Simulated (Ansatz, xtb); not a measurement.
# CH3BClISi: which of two isomers lies lower

Structure X is `ClB/C=[SiH]\I`, a singlet and structure Y is `ClB/C=[SiH]/I`, a singlet. Both are isolated molecules in the gas phase, relaxed with B3LYP-D3(BJ)/def2-SVP; the shapes shown needn't be the lowest conformers.

X (Å):

```xyz
8

C     1.6693   -0.4700    0.8170
B     0.9566   -1.8042    0.8570
Cl   -0.3294   -2.1134    2.0421
I     3.7579   -1.6315   -1.9905
Si    2.9240   -0.1041   -0.3057
H     1.2148   -2.7087    0.1062
H     1.4121    0.3371    1.5151
H     3.6465    1.1881   -0.3790
```

Y (Å):

```xyz
8

C     1.0449   -1.1144   -0.5199
B    -0.4546   -1.0586   -0.3067
Cl   -1.3284    0.4855   -0.0756
I     4.4403    0.1928   -0.9009
Si    2.0386    0.2933   -0.5588
H    -1.1414   -2.0471   -0.2808
H     1.5352   -2.0840   -0.6569
H     1.5958    1.6927   -0.3978
```

**Question.** Which of the two would you expect CCSD(T)/def2-SVP + ΔMP2/def2-TZVPP electronic energies to favour?

**Answer.** Too close to call at this level: CCSD(T)/def2-SVP + ΔMP2/def2-TZVPP gives E(Y) − E(X) = +0.53 kJ/mol.

How the difference moves with the method:

```
                             level               geometry  E(Y) − E(X) (kJ/mol)  departure from the last row (kJ/mol)  job, with rough time for the two
                          GFN2-xTB               GFN2-xTB                  −11.37                                −11.89              optimisation, 0.25 s
                         HF/STO-3G               GFN2-xTB                   −5.74                                 −6.26               single point, 1.9 s
                r2SCAN-D4/def2-SVP               GFN2-xTB                   +0.80                                 +0.28               single point, 8.4 s
             B3LYP-D3(BJ)/def2-SVP  B3LYP-D3(BJ)/def2-SVP                   −0.90                                 −1.42                optimisation, 95 s
                       HF/def2-SVP  B3LYP-D3(BJ)/def2-SVP                   −2.44                                 −2.97           part of the CCSD(T) run
                      MP2/def2-SVP  B3LYP-D3(BJ)/def2-SVP                   −0.30                                 −0.82           part of the CCSD(T) run
                  CCSD(T)/def2-SVP  B3LYP-D3(BJ)/def2-SVP                   +0.05                                 −0.48                      single point
CCSD(T)/def2-SVP + ΔMP2/def2-TZVPP  B3LYP-D3(BJ)/def2-SVP                   +0.53                                                      single point, 71 s
```

As drawn, both hold the same kinds of bond in the same numbers.

The largest departure from CCSD(T)/def2-SVP + ΔMP2/def2-TZVPP is that of GFN2-xTB, 11.89 kJ/mol. The last row adds to CCSD(T) the change of the MP2 difference between the two basis sets, here +0.48 kJ/mol.

With harmonic frequencies from B3LYP-D3(BJ)/def2-SVP (ideal gas, rigid rotor, one conformer each, 298.15 K, 1 atm): the zero-point term adds −0.44 kJ/mol; ΔH is +0.43 and ΔG +0.01 kJ/mol.

The correlated steps freeze 16 core orbitals; the filled d shell of I is correlated, in a basis made for valence electrons. Atoms past krypton carry core potentials in the def2 sets, other sets are all-electron and non-relativistic, and no spin–orbit term is included. Codes used: Ansatz 0.2.0, xtb 6.7.1; the last row on 2 threads of Arm Neoverse N1 on a shared host.
